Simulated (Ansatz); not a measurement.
Isomers of C2H4FIn, relaxed with PBE0-D4/def2-TZVP in Ansatz; electronic energies, one conformer each and not always the lowest. Functionals use def2-TZVPP; CBS adds triple-zeta CCSD(T) − MP2 to the MP2 limit of def2-TZVPP and def2-QZVPP.

Elements past krypton have def2 core potentials. Outer-core shells of In are correlated without core-valence functions. Spin–orbit coupling is left out.

Task: Order them by energy at frozen-core CCSD(T)/CBS, lowest first. (Best estimate.)
A. `[F][In]1[CH2][CH2]1`
B. `C=[C](F)[InH2]`
C. `C=[CH][InH][F]`

Result: C (0.0 kcal/mol), A (33.4 kcal/mol), B (38.7 kcal/mol).

Task: How do B2PLYP, ωB97M-V, MP2/CBS(def2), B3LYP-D4 place them (kcal/mol, against `C=[CH][InH][F]`)? (An estimate is asked.)

Result: Ansatz gave: 
```csv
isomer,B2PLYP,ωB97M-V,MP2/CBS(def2),B3LYP-D4
`C=[C](F)[InH2]`,36.9,34.4,41.4,35.3
`[F][In]1[CH2][CH2]1`,35.6,35.5,31.1,37.5
```

B3LYP here is the variant with VWN-RPA as its local correlation; programs differ in this.
